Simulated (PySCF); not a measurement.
F2H3MoNO2, multiplicity 1. Atoms are numbered in the order given.

```xyz
9

Mo     0.0342    -0.0229     0.0354
N     -0.0278    -0.2120     1.7247
H     -0.0874    -0.0384     2.7266
F      1.8742     0.0333    -0.2682
F     -1.8309     0.2013    -0.2636
O      0.0620     1.7864    -0.5358
H     -0.7869     2.2317    -0.6778
O     -0.1101    -1.7034    -0.7751
H     -0.3718    -2.5235    -0.3328
```
Charge 0, spin multiplicity 1.

Geometry: B3LYP-D3(BJ)/def2-SVP. The multiplicity is an assumed one; no other spin state was optimised. The structure was generated by enumeration; whether it is a known compound was not checked. The def2 effective core potentials stand for the cores of Mo; spin–orbit coupling is left out. The values are those of a single conformer.

Vertical ionisation energy (IE) and electron affinity (EA) in eV. Rows of orbital energies are one-electron estimates. Where ΔSCF, EOM or ADC give a negative EA the extra electron is unbound and the value depends on the basis.

| level | IE | EA |
|---|---|---|
| −ε(HOMO), −ε(LUMO), M06-2X/def2-TZVP (PySCF) | ? | ? |
| −ε(HOMO), −ε(LUMO), PBE/def2-TZVP (PySCF) | 7.56 | 4.20 |

**Question.** Some entries are withheld; supply them. (An estimate is asked for; the answer gives what the named calculation found.)

**Answer.** 
- −ε(HOMO), −ε(LUMO), M06-2X/def2-TZVP (PySCF), IE: 10.81
- −ε(HOMO), −ε(LUMO), M06-2X/def2-TZVP (PySCF), EA: 2.60
